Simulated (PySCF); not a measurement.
**Broadened absorption spectrum of C5H5BrN2Si**

Compound: C₅H₅BrN₂Si.
SMILES with atom numbers: `[N:1]#[C:2]/[CH:3]=[CH:4]\[Si@@H:5]([C:6]#[N:7])[CH2:8][Br:9]` (hydrogens: H10 on C3; H11 on C4; H12 on Si5; H13, H14 on C8)

Computed with PySCF, TDDFT CAM-B3LYP/def2-SVPD, vertical, gas phase, core orbitals frozen in the response. One conformer (not necessarily the lowest) at the GFN2-xTB geometry, without solvent, vibrations or thermal averaging. Relativistic effects, spin–orbit coupling among them, are left out although an element past zinc is present. Torsions of this conformer, `[N:1]#[C:2]/[CH:3]=[CH:4]\[Si@@H:5]([C:6]#[N:7])[CH2:8][Br:9]`: C3–C4–Si5–C6 178°, C4–Si5–C8–Br9 -48°.

Each state is given a Gaussian of 0.5 eV full width at half maximum, with ε(max) = 2.175×10⁸ f / Δν̃ (Δν̃ the width in cm⁻¹). The width is an assumption, not a result. The curve ends short of the highest state used, and states not computed would add to its high-energy end.

```json
{"E (eV)": "4.73", "ε (L mol⁻¹ cm⁻¹)": "0"}
{"E (eV)": "4.76", "ε (L mol⁻¹ cm⁻¹)": "0"}
{"E (eV)": "4.79", "ε (L mol⁻¹ cm⁻¹)": "1"}
{"E (eV)": "4.82", "ε (L mol⁻¹ cm⁻¹)": "1"}
{"E (eV)": "4.85", "ε (L mol⁻¹ cm⁻¹)": "2"}
{"E (eV)": "4.88", "ε (L mol⁻¹ cm⁻¹)": "4"}
{"E (eV)": "4.91", "ε (L mol⁻¹ cm⁻¹)": "6"}
{"E (eV)": "4.94", "ε (L mol⁻¹ cm⁻¹)": "10"}
{"E (eV)": "4.97", "ε (L mol⁻¹ cm⁻¹)": "16"}
{"E (eV)": "5.00", "ε (L mol⁻¹ cm⁻¹)": "25"}
{"E (eV)": "5.03", "ε (L mol⁻¹ cm⁻¹)": "38"}
{"E (eV)": "5.06", "ε (L mol⁻¹ cm⁻¹)": "56"}
{"E (eV)": "5.09", "ε (L mol⁻¹ cm⁻¹)": "82"}
{"E (eV)": "5.12", "ε (L mol⁻¹ cm⁻¹)": "118"}
{"E (eV)": "5.15", "ε (L mol⁻¹ cm⁻¹)": "167"}
{"E (eV)": "5.18", "ε (L mol⁻¹ cm⁻¹)": "232"}
{"E (eV)": "5.21", "ε (L mol⁻¹ cm⁻¹)": "318"}
{"E (eV)": "5.24", "ε (L mol⁻¹ cm⁻¹)": "427"}
{"E (eV)": "5.27", "ε (L mol⁻¹ cm⁻¹)": "564"}
{"E (eV)": "5.30", "ε (L mol⁻¹ cm⁻¹)": "735"}
{"E (eV)": "5.33", "ε (L mol⁻¹ cm⁻¹)": "944"}
{"E (eV)": "5.36", "ε (L mol⁻¹ cm⁻¹)": "1195"}
{"E (eV)": "5.39", "ε (L mol⁻¹ cm⁻¹)": "1494"}
{"E (eV)": "5.42", "ε (L mol⁻¹ cm⁻¹)": "1845"}
{"E (eV)": "5.45", "ε (L mol⁻¹ cm⁻¹)": "2252"}
{"E (eV)": "5.49", "ε (L mol⁻¹ cm⁻¹)": "2890"}
{"E (eV)": "5.52", "ε (L mol⁻¹ cm⁻¹)": "3446"}
{"E (eV)": "5.55", "ε (L mol⁻¹ cm⁻¹)": "4071"}
{"E (eV)": "5.58", "ε (L mol⁻¹ cm⁻¹)": "4767"}
{"E (eV)": "5.61", "ε (L mol⁻¹ cm⁻¹)": "5535"}
{"E (eV)": "5.64", "ε (L mol⁻¹ cm⁻¹)": "6371"}
{"E (eV)": "5.67", "ε (L mol⁻¹ cm⁻¹)": "7269"}
{"E (eV)": "5.70", "ε (L mol⁻¹ cm⁻¹)": "8216"}
{"E (eV)": "5.73", "ε (L mol⁻¹ cm⁻¹)": "9197"}
{"E (eV)": "5.76", "ε (L mol⁻¹ cm⁻¹)": "10187"}
{"E (eV)": "5.79", "ε (L mol⁻¹ cm⁻¹)": "11157"}
{"E (eV)": "5.82", "ε (L mol⁻¹ cm⁻¹)": "12074"}
{"E (eV)": "5.85", "ε (L mol⁻¹ cm⁻¹)": "12900"}
{"E (eV)": "5.88", "ε (L mol⁻¹ cm⁻¹)": "13599"}
{"E (eV)": "5.91", "ε (L mol⁻¹ cm⁻¹)": "14133"}
{"E (eV)": "5.94", "ε (L mol⁻¹ cm⁻¹)": "14474"}
{"E (eV)": "5.97", "ε (L mol⁻¹ cm⁻¹)": "14596"}
{"E (eV)": "6.00", "ε (L mol⁻¹ cm⁻¹)": "14489"}
{"E (eV)": "6.03", "ε (L mol⁻¹ cm⁻¹)": "14151"}
{"E (eV)": "6.06", "ε (L mol⁻¹ cm⁻¹)": "13592"}
{"E (eV)": "6.09", "ε (L mol⁻¹ cm⁻¹)": "12838"}
{"E (eV)": "6.12", "ε (L mol⁻¹ cm⁻¹)": "11918"}
{"E (eV)": "6.15", "ε (L mol⁻¹ cm⁻¹)": "10874"}
{"E (eV)": "6.18", "ε (L mol⁻¹ cm⁻¹)": "9750"}
{"E (eV)": "6.21", "ε (L mol⁻¹ cm⁻¹)": "8589"}
{"E (eV)": "6.24", "ε (L mol⁻¹ cm⁻¹)": "7435"}
{"E (eV)": "6.27", "ε (L mol⁻¹ cm⁻¹)": "6323"}
{"E (eV)": "6.30", "ε (L mol⁻¹ cm⁻¹)": "5285"}
{"E (eV)": "6.33", "ε (L mol⁻¹ cm⁻¹)": "4342"}
{"E (eV)": "6.36", "ε (L mol⁻¹ cm⁻¹)": "3509"}
{"E (eV)": "6.39", "ε (L mol⁻¹ cm⁻¹)": "2790"}
```

**Question.** Where are the band maxima, and which computed states make them?

**Answer.** 208 nm (5.97 eV), ε about 15000, made up of S4 (37%) and S5 (55%) (ε in L mol⁻¹ cm⁻¹; maxima over ε = 5, shares over 10%). The states used: S1 5.48 eV (f 0.0002); S2 5.64 eV (f 0.038); S3 5.78 eV (f 0.011); S4 5.92 eV (f 0.104); S5 6.04 eV (f 0.157); S6 6.19 eV (f 0.0022); S7 6.59 eV (f 0.0019); S8 6.99 eV (f 0.0017).

**Question.** On this curve, what absorbance would a 10⁻³ mol/L sample give at 222 nm over a 1 cm path?

**Answer.** 222 nm is 5.585 eV, where ε is about 4900 L mol⁻¹ cm⁻¹, so A = ε c l ≈ 4.9 (Beer–Lambert, with the gas-phase spectrum and the assumed width).

**Question.** What would ε be at 5.97 eV, the highest of these maxima, with half the width (0.25 eV)?

**Answer.** About 24200 L mol⁻¹ cm⁻¹ against 14600, a factor of about 1.7; a lone state at its own centre would give exactly 2.

**Question.** Coming from long wavelengths, where does ε first pass 100 L mol⁻¹ cm⁻¹?

**Answer.** At about 243 nm (5.11 eV), 0.37 eV below S1.

Time: 2.4 min; peak memory 1.2 GiB. Hardware: Arm Neoverse N1, one thread (shared host).
